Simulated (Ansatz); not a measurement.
Input file for Ansatz (a program for electronic structure): R-r2SCAN/cc-pVTZ on FGeH (SMILES [F][GeH]), a point of a bond scan (R = 1.770 Å).

Ansatz 0.2 input:
```yaml
crystal:
  periodic: [false, false, false]
  atoms:
    - {symbol: Ge, position_ang: [-0.11370409, -0.22690637, 0.28076938]}
    - {symbol: H, position_ang: [-0.98451576, -1.05346065, -0.79917524]}
    - {symbol: F, position_ang: [0.51367187, 0.92382939, -0.90949390]}
basis:
  gaussian:
    orbitals: cc-pVTZ
    pivot_positions_ang: [[-0.11370409, -0.22690637, 0.28076938], [-0.98451576, -1.05346065, -0.79917524], [0.51367187, 0.92382939, -0.90949390]]
hamiltonian:
  xc: {name: r2SCAN}
scf: {lower_state_search: off}
output: {orbitals: {seedname: ./end}}
```

The head of its log:

```
WARN ansatz: RAYON_NUM_THREADS=1 ignored (pool sized by the plan → 1); use --threads N
Functional definition: r2SCAN
these checks for a lower state are left out or cut short: stability, starts, cluster_reference, orbital_swaps, neighbouring_geometries, increment
integrals: 0.02 GiB planned
563 factors; their error is unknown
mean field: 0.19 GiB planned
mean field evaluation 1: about -59249.7021 eV, gradient 3.9e1 eV
mean field evaluation 2: about -59219.7244 eV, gradient 1.4e2 eV
```

Problem. Give the final energy of this run.

Solution. -2177.4713 hartree.
